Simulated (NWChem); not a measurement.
**Total energies of H₃ClSi**

```
Si
H 1 1.4872
H 1 1.4872 2 109.97
H 1 1.4872 2 109.97 3 121.24
Cl 1 2.0791 2 108.97 3 -119.38
```
Charge 0, spin multiplicity 1.

Program: NWChem. Structure: optimised with B3LYP/def2-SVP, a minimum by its harmonic frequencies.

Basis set: 6-31G* (42 functions).

```tsv
method	total energy (Ha)
RHF	-750.18022
MP2	-750.38408
B2PLYP	-751.19756
PBE	-751.13689
B3LYP	-751.52602
CAM-B3LYP	-751.50283
CCSD(T)	-750.42098
```

Total energies of different functionals aren't comparable as a measure of quality: only differences taken within one method are. 

The correlated methods keep 10 core orbitals frozen. B3LYP has NWChem's definition, with VWN1-RPA local correlation. The Pople sets run with spherical d functions. The structure started from a generated list of species. No row is a measurement; the coupled-cluster row has its own basis-set and correlation limits.
